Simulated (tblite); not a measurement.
C₂H₁₂GeOSi₂.
SMILES with atom numbers: `[CH3:1][O:2][Si@@H:3]([SiH3:4])[GeH2:5][CH3:6]` (hydrogens: H7, H8, H9 on C1; H10 on Si3; H11, H12, H13 on Si4; H14, H15 on Ge5; H16, H17, H18 on C6)

Geometry (GFN2-xTB, Å), atoms numbered from 1 in this order:
```
atom  x, y, z in Å
C1    -1.5039    2.0555   -0.6196
O2    -0.4699    1.2452   -0.1606
Si3   -0.6036   -0.0960    0.7611
Si4   -1.9820   -1.6929   -0.2148
Ge5    1.6573   -0.6415    0.9561
C6     2.8904    0.0692   -0.4112
H7    -2.0595    2.4857    0.2169
H8    -1.0698    2.8615   -1.2119
H9    -2.1990    1.4851   -1.2411
H10   -1.1632    0.3027    2.0714
H11   -2.5090   -2.6454    0.7653
H12   -1.2980   -2.4842   -1.2453
H13   -3.1582   -1.1159   -0.8846
H14    1.8275   -2.1473    0.9440
H15    2.2558   -0.3055    2.3057
H16    3.9100   -0.2663   -0.2387
H17    2.5860   -0.2596   -1.4018
H18    2.8806    1.1560   -0.4027
```

Calculated harmonic vibrations of the isolated species, GFN2-xTB (tblite), most abundant isotopes, no scaling. This tight-binding method is rough: wavenumbers can miss measured ones by several per cent, in bad cases by 10 to 20. Modes of hydrogen on germanium and silicon can be 10 to 20 % off. One conformer, not necessarily the lowest. The optimisation stopped once no atom felt more than 0.01 eV/Å.

Lowest wavenumbers of the output (negative numbers stand for imaginary wavenumbers):
```
mode    cm-1
  1     -40.5
  2      -9.8
  3      68.8
  4      78.3
  5      82.2
  6      99.3
  7     123.7
  8     139.4
  9     191.7
 10     244.0
```

Is this structure a minimum?

Not by this Hessian. 1 mode is imaginary beyond 20i (40i cm⁻¹), and 1 more slightly so (9.8i). The curvature is small, so loose convergence or finite differences may be the whole cause.

Which atoms move in the imaginary modes?

40i: H12 (Si–H hydrogen) 34 %, H11 (Si–H hydrogen) 32 %, H13 (Si–H hydrogen) 31 %; 10i: C6 (sp3 carbon bound to germanium) 42 %, Si4 (SiH3 silicon) 11 %. These are shares of the mass-weighted motion.

What is the remedy?

Step along such a mode in both directions, optimise again with tighter thresholds and repeat the frequencies. The zero-point energy of this point (77.7 kcal/mol) counts the 46 real modes alone, and thermal corrections from it aren't those of a minimum.

Time: 0.66 s. Hardware: an Arm Neoverse V2 with one thread, shared host with 64 logical CPUs at a one-minute load of 47. This covers the Hessian and the dipole derivatives.
